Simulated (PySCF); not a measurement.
Species: 2-ethynylpyridine, C7H5N.
Cartesian coordinates in Å at the PBE0-D3(BJ)/def2-SVP level; atoms count from 1:
```
atom  x, y, z in Å
C1     3.2349   -0.7477   -0.5144
C2     2.0444   -0.5666   -0.3744
C3     0.6397   -0.3197   -0.2037
C4     0.1885    0.9891    0.0342
C5    -1.1755    1.2008    0.1964
C6    -2.0378    0.1104    0.1171
C7    -1.4873   -1.1501   -0.1232
N8    -0.1887   -1.3691   -0.2806
H9     4.2874   -0.9220   -0.6413
H10    0.9054    1.8100    0.0879
H11   -1.5601    2.2064    0.3829
H12   -3.1165    0.2283    0.2383
H13   -2.1380   -2.0298   -0.1912
```

All values: PBE0/pcSseg-1 and B3LYP/def2-SVPD (PySCF, non-relativistic), on one gas-phase PBE0-D3(BJ)/def2-SVP geometry that isn't relaxed in the solvent. The solvent is an IEF-PCM continuum (cavity from Bondi-type radii × 1.2). The model holds no explicit solvent molecules, cavitation or dispersion.

Gas phase at PBE0/pcSseg-1: HOMO -7.25 eV, LUMO -1.43 eV, dipole 2.40 D.

Problem. What does the continuum do to the energy, the frontier levels and the dipole at PBE0/pcSseg-1 in benzene and tetrahydrofuran?

Solution. 
```json
{"solvent": "benzene", "ε": "2.271", "E(solvent) − E(gas) (kcal/mol)": "-2.89", "polarisation term (kcal/mol)": "-3.14", "distortion of the solute (kcal/mol)": "0.25", "HOMO (eV)": "-7.27", "LUMO (eV)": "-1.44", "dipole (D)": "2.81"}
{"solvent": "tetrahydrofuran", "ε": "7.426", "E(solvent) − E(gas) (kcal/mol)": "-5.49", "polarisation term (kcal/mol)": "-6.44", "distortion of the solute (kcal/mol)": "0.95", "HOMO (eV)": "-7.32", "LUMO (eV)": "-1.48", "dipole (D)": "3.21"}
```

The first energy column is the sum of the next two and covers electrostatics alone. From benzene to tetrahydrofuran the lowering changes by a factor 1.90, Onsager's factor (ε − 1)/(2ε + 1) by 1.77 and ε itself by 3.3.

Problem. Which radius a makes the point-dipole formula ΔE = −[(ε − 1)/(2ε + 1)]·μ²/a³ give the value in tetrahydrofuran, with the gas-phase dipole?

Solution. μ = 0.944 au and |ΔE| = 0.00875 Eh give a = 1.83 Å; the farthest nucleus lies 4.44 Å from the centroid of the nuclei, so such a sphere wouldn't even hold the nuclei. The formula assumes a rigid point dipole at the centre of a sphere.

Problem. Which Hirshfeld charges (PBE0/pcSseg-1) respond most in benzene (means over atoms taken as equivalent)?

Solution. 
| atoms | environment | gas (e) | solvent (e) | change |
| --- | --- | --- | --- | --- |
| N8 | pyridine-type nitrogen | -0.153 | -0.168 | -0.015 |
| C2 | alkyne carbon | -0.047 | -0.056 | -0.009 |
| H9 | alkyne hydrogen | +0.100 | +0.106 | +0.006 |
| H11 | aromatic hydrogen | +0.061 | +0.067 | +0.006 |
| H12 | aromatic hydrogen | +0.058 | +0.063 | +0.005 |
| C3 | substituted aromatic carbon | +0.066 | +0.061 | -0.005 |
| H10 | aromatic hydrogen | +0.058 | +0.062 | +0.004 |
| C5 | aromatic CH carbon | -0.029 | -0.025 | +0.004 |
| C6 | aromatic CH carbon | -0.049 | -0.045 | +0.004 |
| H13 | aromatic hydrogen | +0.055 | +0.058 | +0.003 |
| C1 | terminal alkyne carbon | -0.096 | -0.099 | -0.003 |
| C7 | aromatic CH next to a ring nitrogen | +0.021 | +0.019 | -0.002 |

Problem. How do the nuclear quadrupole coupling constants eQVzz/h respond in benzene?

Solution. 
| nucleus | Q (barn) | gas (MHz) | solvent (MHz) | η gas | η solvent |
| --- | --- | --- | --- | --- | --- |
| 14N at N8 | 0.02044 | -5.51 | -5.42 | 0.32 | 0.30 |

Gas phase at B3LYP/def2-SVPD: HOMO -7.02 eV, LUMO -1.64 eV, dipole 2.38 D.

Problem. What does the continuum do to the energy, the frontier levels and the dipole at B3LYP/def2-SVPD in benzene and tetrahydrofuran?

Solution. 
```tsv
solvent	ε	E(solvent) − E(gas) (kcal/mol)	polarisation term (kcal/mol)	distortion of the solute (kcal/mol)	HOMO (eV)	LUMO (eV)	dipole (D)
benzene	2.271	-2.58	-2.84	0.26	-7.03	-1.63	2.84
tetrahydrofuran	7.426	-4.95	-5.96	1.01	-7.06	-1.66	3.31
```

Problem. How does the static polarisability (B3LYP/def2-SVPD, frozen core, with the continuum's full static response) change?

Solution. 
| medium | isotropic (au) | principal values (au) | ⟨r²⟩ of the electrons (bohr²) |
| --- | --- | --- | --- |
| gas | 89.8 | 49.5, 82.7, 137.2 | 912.5 |
| benzene | 104.3 | 55.8, 96.7, 160.4 | 911.5 |
| tetrahydrofuran | 118.1 | 63.3, 110.8, 180.1 | 910.5 |

The isotropic value in tetrahydrofuran is 1.31 times the gas-phase one; no cavity-field correction is applied. ⟨r²⟩ is taken about the centre of nuclear charge.
